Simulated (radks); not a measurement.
Problem. These are the eigenvalues of the occupied orbitals of an atom or ion with whole-number occupations (eV). All-electron calculation, non-relativistic Kohn-Sham, PBE, spin-polarised, spherical densities, point nucleus. Program: a radial shooting solver on a logarithmic mesh with Libxc functionals.

1s up: -6055.205
1s down: -6053.466
2s up: -874.1301
2s down: -872.6666
2p up: -776.6086
2p down: -774.5034
3s up: -258.3378
3s down: -250.1466
3p up: -229.0523

Which element is it, and in what charge state? The configuration may be excited. Open shells, if any, are filled with parallel spins first.

Solution. Z = 24, chromium, charge +9: Cr9+ in [Ne] 3s2 3p3. The list shows which subshells hold electrons but not how many an open one holds; the 1s level, -222.52 hartree, gives Z - s = 21.1 by -(Z - s)^2/2, which with screening narrows Z to a few neighbours, and the depths of the outer levels then fix element, charge and occupations together.
